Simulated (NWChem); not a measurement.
System: CH5NOPb, singlet; SMILES [NH2][Pb][O]C

The following NWChem deck was run.

```
start job
memory heap 200 mb stack 900 mb global 1100 mb
geometry units angstroms noautoz
  Pb     0.281870    -0.439817     0.087649
  O      0.649959     1.645616     0.143605
  C     -0.317428     2.631818     0.062670
  H     -1.063604     2.591515     0.885953
  H      0.156034     3.631334     0.117629
  H     -0.896629     2.609849    -0.886139
  N     -1.834296    -0.221463    -0.109303
  H     -2.322851     0.668681    -0.146506
  H     -2.491019    -0.993162    -0.179446
end
basis spherical
  * library def2-svpd
end
ecp
  Pb library def2-ecp
end
dft
  xc xcamb88 1.00 lyp 0.81 vwn_5 0.19 hfexch 1.00
  cam 0.33 cam_alpha 0.19 cam_beta 0.46
  iterations 150
end
tddft
  cis
  nroots 6
  notriplet
end
task tddft energy
```

Excerpt of the output:

```
             Northwest Computational Chemistry Package (NWChem) 7.3.0
             --------------------------------------------------------

 CS  symmetry detected

                             Geometry "geometry" -> ""
                             -------------------------

 Output coordinates in angstroms (scale by  1.889725989 to convert to a.u.)

  No.       Tag          Charge          X              Y              Z
 ---- ---------------- ---------- -------------- -------------- --------------
    1 Pb                  82.0000     0.16662771    -0.46044939     0.00000000
    2 O                    8.0000     0.77378271     1.56908607     0.00000000
    3 C                    6.0000    -0.07810941     2.65961910     0.00000000
    4 H                    1.0000    -0.74297097     2.70460559     0.89001781
    5 H                    1.0000     0.50931629     3.59831502     0.00000000
    6 H                    1.0000    -0.74297097     2.70460559    -0.89001781
    7 N                    7.0000    -1.91990774    -0.00110535     0.00000000
    8 H                    1.0000    -2.30507144     0.93914739     0.00000000
    9 H                    1.0000    -2.66402611    -0.69248959     0.00000000

 Effective nuclear repulsion energy (a.u.)     522.2304682232

      Symmetry information
      --------------------

 Group name             Cs
 Group number              2
 Group order               2
 No. of unique centers     8

                                 NWChem DFT Module
                                 -----------------

 Summary of "ao basis" -> "ao basis" (spherical)
 ------------------------------------------------------------------------------
       Tag                 Description            Shells   Functions and Types
 ---------------- ------------------------------  ------  ---------------------
 Pb                        def2-svpd                12       32   5s4p3d
 O                         def2-svpd                 9       23   4s3p2d
 C                         def2-svpd                 8       20   4s2p2d
 H                         def2-svpd                 4        8   2s2p
 N                         def2-svpd                 8       20   4s2p2d

      Symmetry analysis of basis
      --------------------------

        a'         92
        a"         43

            General Information
            -------------------
          SCF calculation type: DFT
          Wavefunction type:  closed shell.
          No. of atoms     :     9
          No. of electrons :    48
           Alpha electrons :    24
            Beta electrons :    24
          Charge           :     0
          Spin multiplicity:     1
          Use of symmetry is: off; symmetry adaption is: on
          Maximum number of iterations: 150
          AO basis - number of functions:   135
                     number of shells:    57
          Convergence on energy requested:  1.00D-06
          Convergence on density requested:  1.00D-05
          Convergence on gradient requested:  5.00D-04

              XC Information
              --------------
                     Hartree-Fock (Exact) Exchange  1.000
                   CAM-Becke88 Exchange Functional  1.000
                      VWN V Correlation Functional  0.190 local
              Lee-Yang-Parr Correlation Functional  0.810

           Range-Separation Parameters
           ---------------------------
           Alpha           :  0.19
           Beta            :  0.46
           Gamma           :  0.33
           Short-Range HF  :     F

             Grid Information
             ----------------
          Grid used for XC integration:  medium
          Radial quadrature: Mura-Knowles
          Angular quadrature: Lebedev.
          Tag              B.-S. Rad. Rad. Pts. Rad. Cut. Ang. Pts.
          ---              ---------- --------- --------- ---------
          Pb                  1.80      123          11.0       590
          O                   0.60       49          11.0       434
          C                   0.70       49          12.0       434
          H                   0.35       45          13.0       434
          N                   0.65       49          11.0       434
          Grid pruning is: on
          Number of quadrature shells:   495
          Spatial weights used:  Erf1

      Superposition of Atomic Density Guess
      -------------------------------------

 Sum of atomic energies:        -388.42010026

      Non-variational initial energy
      ------------------------------

 Total energy =    -362.069766
 1-e energy   =    -940.659788
 2-e energy   =     389.928467
 HOMO         =      -0.322806
 LUMO         =      -0.036362

      Symmetry analysis of molecular orbitals - initial
      -------------------------------------------------

  Numbering of irreducible representations:

     1 a'          2 a"

  Orbital symmetries:

     1 a'          2 a'          3 a'          4 a'          5 a'
     6 a'          7 a"          8 a'          9 a'         10 a'
    11 a'         12 a'         13 a"         14 a"         15 a'
    16 a'         17 a'         18 a"         19 a'         20 a'
    21 a'         22 a"         23 a"         24 a'         25 a"
    26 a'         27 a'         28 a'         29 a'         30 a'
    31 a'         32 a"         33 a"         34 a'

 !! scf_movecs_sym_adapt:   53 vectors were symmetry contaminated

  Symmetry fudging

   convergence    iter        energy       DeltaE   RMS-Dens  Diis-err
 ---------------- ----- ----------------- --------- --------- ---------
 d= 0,ls=0.0,diis     1   -363.6283703132 -5.52D+02  1.73D-02  9.30D-01

 !! scf_movecs_sym_adapt:   56 vectors were symmetry contaminated

  Symmetry fudging

 !! scf_movecs_sym_adapt:    4 vectors were symmetry contaminated

 d= 0,ls=0.0,diis     2   -363.4814493304  1.47D-01  7.39D-03  2.57D+00

 !! scf_movecs_sym_adapt:   54 vectors were symmetry contaminated

  Symmetry fudging
 d= 0,ls=0.0,diis     3   -363.7500230923 -2.69D-01  1.24D-03  1.99D-02

 !! scf_movecs_sym_adapt:   53 vectors were symmetry contaminated

  Symmetry fudging
 d= 0,ls=0.0,diis     4   -363.7503052704 -2.82D-04  6.36D-04  1.79D-02

 !! scf_movecs_sym_adapt:   34 vectors were symmetry contaminated

  Symmetry fudging
 d= 0,ls=0.0,diis     5   -363.7522624297 -1.96D-03  1.30D-04  4.32D-04
  Resetting Diis
 d= 0,ls=0.0,diis     6   -363.7523097382 -4.73D-05  4.86D-05  2.74D-05
 d= 0,ls=0.0,diis     7   -363.7523137377 -4.00D-06  1.42D-05  6.87D-07
 d= 0,ls=0.0,diis     8   -363.7523138672 -1.30D-07  5.15D-06  5.62D-07

[...]

                                NWChem TDDFT Module
                                -------------------

            General Information
            -------------------
           No. of orbitals :     270
            Alpha orbitals :     135
             Beta orbitals :     135
        Alpha frozen cores :       0
         Beta frozen cores :       0
     Alpha frozen virtuals :       0
      Beta frozen virtuals :       0
         Spin multiplicity :       1
    Number of AO functions :     135
        Use of symmetry is : off
      Symmetry adaption is : on
         Schwarz screening :  0.10D-07

              XC Information
              --------------
              Hartree-Fock (Exact) Exchange   1.00
            CAM-Becke88 Exchange Functional   1.00
               VWN V Correlation Functional   0.19 local
       Lee-Yang-Parr Correlation Functional   0.81
           Alpha           :  0.19
           Beta            :  0.46
           Gamma           :  0.33

             TDDFT Information
             -----------------
          Calculation type : Tamm-Dancoff TDDFT
         Wavefunction type : Restricted singlets
          No. of electrons :      48
           Alpha electrons :      24
            Beta electrons :      24
              No. of roots :       6
          Max subspacesize :    5200
            Max iterations :     100
               Target root :       1
           Target symmetry : none
      Symmetry restriction : off
                 Algorithm : Optimal
        Davidson threshold :  0.10D-03

    6 smallest eigenvalue differences (eV)
--------------------------------------------------------
  No. Spin  Occ  Vir  Irrep   E(Occ)    E(Vir)   E(Diff)
--------------------------------------------------------
    1    1   24   25 a'       -0.304    -0.034     7.348
    2    1   23   25 a"       -0.313    -0.034     7.599
    3    1   22   25 a'       -0.320    -0.034     7.767
    4    1   21   25 a"       -0.352    -0.034     8.651
    5    1   24   26 a"       -0.304     0.019     8.787
    6    1   23   26 a'       -0.313     0.019     9.038
--------------------------------------------------------

  Entering Davidson iterations
  Restricted singlet excited states

  Iter   NTrls   NConv    DeltaV     DeltaE      Time
  ----  ------  ------  ---------  ---------  ---------
    1      6       0     0.16E+00   0.10+100       78.6
    2     12       0     0.36E-01   0.23E-01       64.6
    3     18       0     0.19E-01   0.32E-02       65.8
    4     24       0     0.12E-01   0.96E-03       78.9
    5     30       0     0.76E-01   0.45E-02       82.8
    6     36       1     0.29E-01   0.79E-02       64.8
    7     41       3     0.14E-01   0.15E-02       67.6
    8     44       4     0.53E-02   0.22E-03       64.0
    9     46       5     0.13E-02   0.21E-04       63.4
   10     47       5     0.45E-03   0.15E-05       57.2
   11     48       5     0.16E-03   0.13E-06       70.9
   12     49       6     0.95E-04   0.14E-07       64.4
  ----  ------  ------  ---------  ---------  ---------
  Convergence criterion met

  Ground state a'       -363.752313867228 a.u.

  ----------------------------------------------------------------------------
  Root   1 singlet a"             0.160800530 a.u.                4.3756 eV
  ----------------------------------------------------------------------------
     Transition Moments    X  0.00000   Y  0.00000   Z  0.43070
     Dipole Oscillator Strength                    0.0198857895
     Electric Quadrupole                           0.0000000371
     Magnetic Dipole                               0.0000006652
     Total Oscillator Strength                     0.0198864918

     Occ.   19  a'  ---  Virt.   25  a"      -0.06657
     Occ.   21  a'  ---  Virt.   25  a"       0.06881
     Occ.   23  a'  ---  Virt.   25  a"      -0.98754
     Occ.   23  a'  ---  Virt.   32  a"      -0.07912
  ----------------------------------------------------------------------------
  Root   2 singlet a'             0.168899009 a.u.                4.5960 eV
  ----------------------------------------------------------------------------
     Transition Moments    X -0.39346   Y -0.33038   Z  0.00000
     Dipole Oscillator Strength                    0.0297217053
     Electric Quadrupole                           0.0000001947
     Magnetic Dipole                               0.0000001495
     Total Oscillator Strength                     0.0297220495

     Occ.   21  a'  ---  Virt.   27  a'       0.09391
     Occ.   22  a"  ---  Virt.   25  a"      -0.24368
     Occ.   23  a'  ---  Virt.   26  a'       0.16523
     Occ.   23  a'  ---  Virt.   27  a'      -0.06078
     Occ.   23  a'  ---  Virt.   28  a'      -0.06392
     Occ.   24  a"  ---  Virt.   25  a"      -0.92873
  ----------------------------------------------------------------------------
  Root   3 singlet a'             0.187212818 a.u.                5.0943 eV
  ----------------------------------------------------------------------------
     Transition Moments    X -0.61875   Y  0.34243   Z  0.00000
     Dipole Oscillator Strength                    0.0624176659
     Electric Quadrupole                           0.0000002542
     Magnetic Dipole                               0.0000000010
     Total Oscillator Strength                     0.0624179210

     Occ.   21  a'  ---  Virt.   26  a'       0.10253
     Occ.   21  a'  ---  Virt.   27  a'       0.13907
     Occ.   21  a'  ---  Virt.   28  a'       0.05387
     Occ.   21  a'  ---  Virt.   38  a'      -0.06245
     Occ.   22  a"  ---  Virt.   25  a"       0.91450
     Occ.   23  a'  ---  Virt.   26  a'      -0.11363
     Occ.   23  a'  ---  Virt.   27  a'       0.09103
     Occ.   23  a'  ---  Virt.   28  a'       0.11397
     Occ.   24  a"  ---  Virt.   25  a"      -0.25051
  ----------------------------------------------------------------------------
  Root   4 singlet a"             0.195933450 a.u.                5.3316 eV
  ----------------------------------------------------------------------------
     Transition Moments    X -0.00000   Y  0.00000   Z  0.64511
     Dipole Oscillator Strength                    0.0543613727
     Electric Quadrupole                           0.0000002140
     Magnetic Dipole                               0.0000031031
     Total Oscillator Strength                     0.0543646897

     Occ.   16  a'  ---  Virt.   25  a"       0.06267
     Occ.   20  a'  ---  Virt.   25  a"       0.08658
     Occ.   21  a'  ---  Virt.   25  a"      -0.97746
     Occ.   21  a'  ---  Virt.   33  a"      -0.05430
     Occ.   22  a"  ---  Virt.   28  a'       0.06209
     Occ.   23  a'  ---  Virt.   25  a"      -0.06736
     Occ.   24  a"  ---  Virt.   26  a'      -0.06901
  ----------------------------------------------------------------------------
  Root   5 singlet a"             0.205939078 a.u.                5.6039 eV
  ----------------------------------------------------------------------------
     Transition Moments    X  0.00000   Y  0.00000   Z  0.41780
     Dipole Oscillator Strength                    0.0239652395
     Electric Quadrupole                           0.0000000528
     Magnetic Dipole                               0.0000000173
     Total Oscillator Strength                     0.0239653096

     Occ.   21  a'  ---  Virt.   25  a"      -0.05987
     Occ.   22  a"  ---  Virt.   26  a'      -0.22140
     Occ.   22  a"  ---  Virt.   27  a'      -0.06467
     Occ.   22  a"  ---  Virt.   28  a'      -0.11968
     Occ.   22  a"  ---  Virt.   30  a'       0.05604
     Occ.   24  a"  ---  Virt.   26  a'       0.93376
     Occ.   24  a"  ---  Virt.   27  a'       0.13856
     Occ.   24  a"  ---  Virt.   28  a'      -0.07698
     Occ.   24  a"  ---  Virt.   34  a'       0.09126
     Occ.   24  a"  ---  Virt.   35  a'      -0.05642
  ----------------------------------------------------------------------------
  Root   6 singlet a"             0.219083829 a.u.                5.9616 eV
  ----------------------------------------------------------------------------
     Transition Moments    X -0.00000   Y  0.00000   Z -0.17080
     Dipole Oscillator Strength                    0.0042610118
     Electric Quadrupole                           0.0000002927
     Magnetic Dipole                               0.0000006214
     Total Oscillator Strength                     0.0042619260

     Occ.   21  a'  ---  Virt.   25  a"      -0.05606
     Occ.   22  a"  ---  Virt.   26  a'       0.70798
     Occ.   22  a"  ---  Virt.   27  a'       0.12093
     Occ.   22  a"  ---  Virt.   28  a'      -0.11238
     Occ.   22  a"  ---  Virt.   31  a'       0.08255
     Occ.   22  a"  ---  Virt.   34  a'       0.07874
     Occ.   24  a"  ---  Virt.   26  a'       0.14104
     Occ.   24  a"  ---  Virt.   27  a'      -0.26015
     Occ.   24  a"  ---  Virt.   28  a'      -0.57494
     Occ.   24  a"  ---  Virt.   29  a'       0.09349
     Occ.   24  a"  ---  Virt.   30  a'       0.06580
     Occ.   24  a"  ---  Virt.   34  a'       0.08076

              Target root =      1
          Target symmetry = none
      Ground state energy =   -363.752313867228
        Excitation energy =      0.160800530375
     Excited state energy =   -363.591513336853

  stored tddft:energy   -363.59151333685287
```

Level: CAM-B3LYP/def2-SVPD with def2 effective core potentials on Pb, TDA. Low-valent species are run as closed-shell singlets; no triplet was tried in these runs. Coordinates come from a PBE0/def2-SVP optimisation. No frequency run checked for a minimum. def2 effective core potentials on Pb; no spin-orbit coupling.
